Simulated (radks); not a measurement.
Question: Dipole-allowed excitations along the series with 12 electrons in [Ne] 3s2. Method: scalar-relativistic Kohn-Sham, LB94 model potential, spin-unpolarised, spherical densities, finite nucleus; Fermi nuclear charge, rms radius of each element as measured or else 0.836 A^(1/3) + 0.57 fm; computed with a radial shooting solver on a logarithmic mesh with Libxc functionals. Time-dependent linear response with the Hartree and adiabatic LDA kernel, continuum included through the Sternheimer equations, no spin-orbit coupling, so fine structure and intercombination lines are absent. Lines are the poles of the dipole polarisability below minus the highest occupied eigenvalue, found on a grid refined at the orbital gaps; the lowest seven at most are given, and weak or close lines can be missed. The first line takes the name of the lowest orbital gap if no other gap lies below it; otherwise a line is named after a gap within 0.6 % of it, if that gap stands alone.

species  -e(HOMO) (eV)  lowest orbital gap (eV)  first line (eV)      f  static alpha (bohr^3)
Fe14+           458.04             3s-3p 34.703   43.442 (3s-3p)  0.747                 0.3072
Co15+           513.69             3s-3p 37.174   46.416 (3s-3p)  0.720                 0.2593
Ni16+           572.49             3s-3p 39.711   49.457 (3s-3p)  0.696                 0.2207
Cu17+           634.45             3s-3p 42.322   52.575 (3s-3p)  0.675                 0.1892
Zn18+           699.59             3s-3p 45.012   55.773 (3s-3p)  0.656                 0.1632

Estimate the first line of Ga19+, its oscillator strength and the static polarisability.

Answer: 59.061 eV (3s-3p), f = 0.638, alpha = 0.1416 bohr^3.
